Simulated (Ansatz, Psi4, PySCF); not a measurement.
C₂H₁₀GeN₂ (SMILES C[N](C)[GeH2][NH2]), singlet, geometry from GFN2-xTB, atoms displaced at random by about 0.08 Å a coordinate. Base run: HF/STO-3G, gradient run with PySCF.

Input for PySCF:
```python
from pyscf import gto, scf

mol = gto.M(
    atom='''
Ge    0.687108   -0.511441    0.124695
N     1.761959    0.824562    0.307271
N    -0.876454    0.192030   -0.027646
C    -2.114306   -0.630916    0.076062
C    -1.171798    1.531212   -0.872557
H     0.595047   -1.251642    1.320286
H     1.017472   -1.575478   -1.048595
H     2.670653    0.781633    0.809046
H     2.132980    1.410369   -0.575730
H    -3.187614   -0.114259    0.338674
H    -2.458519   -0.912759   -1.123107
H    -1.952498   -1.536413    0.455255
H    -2.085928    2.084911   -0.192420
H    -1.355230    1.210187   -1.811126
H    -0.394511    2.045293   -0.506057
''',
    basis='sto-3g',
    charge=0,
    spin=0,
    verbose=4,
)

mf = scf.RHF(mol)
mf.kernel()
g = mf.nuc_grad_method()
grad = g.kernel()
```

Programs used: Ansatz (a program for electronic structure), Psi4, PySCF; a row that names a program was run with it.

The coordinate followed is z of atom 14.

Each row names what was changed in the base input (with any setting that the change needs).

```tsv
change	dE/dx (Eh/bohr)	net force (Eh/bohr)
base	0.088922	0.000000
finite difference step (bohr) = 1e-5; conv_tol = 1e-11	0.088922	-
finite difference step (bohr) = 1e-3; conv_tol = 1e-11	0.088922	-
code = ansatz	0.088921	0.000000
density fitting = on; auxbasis_response = off	0.088958	0.001690
code = psi4	0.088931	0.000000
finite difference step (bohr) = 1e-4; conv_tol = 1e-11	0.088922	-
density fitting = on	0.088931	0.000000
conv_tol = 1e-4	0.088973	0.000000
conv_tol = 1e-11	0.088922	0.000000
finite difference step (bohr) = 0.05; conv_tol = 1e-11	0.089490	-
finite difference step (bohr) = 0.01; conv_tol = 1e-11	0.088945	-
```

The net force is zero for an exact gradient.
